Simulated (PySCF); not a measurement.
# Ba (barium, neutral) across methods

[Xe] 6s2, closed-shell 1S. Computed with PySCF 2.14 in x2c-TZVPPall (11s7p6d2f1g, 85 functions), with scalar relativity by spin-free X2C-1e.

```tsv
method	E (hartree)	mean ε 5s (eV)	mean ε 5p (eV)	mean ε 6s (eV)	Σ⟨r²⟩ (bohr²)	⟨S²⟩
PBE0	-8134.37	-36.396	-20.427	-3.694	97.63	0.000
B97-3	-8134.30	-36.580	-20.536	-3.598	98.12	0.000
UHF	-8131.60100	-43.621	-24.469	-4.439	103.7	0.000
M06-L	-8134.50	-34.023	-18.861	-3.232	96.71	0.000
PBE	-8134.29	-33.625	-18.748	-3.224	96.86	0.000
r2SCAN	-8134.70	-34.720	-19.437	-3.263	99.11	0.000
LDA	-8127.69	-33.781	-18.833	-3.343	95.37	0.000
BP86	-8135.63	-33.722	-18.821	-3.348	96.01	0.000
```

Spin-orbit coupling, which splits the p, d and f shells strongly at this Z, is absent.
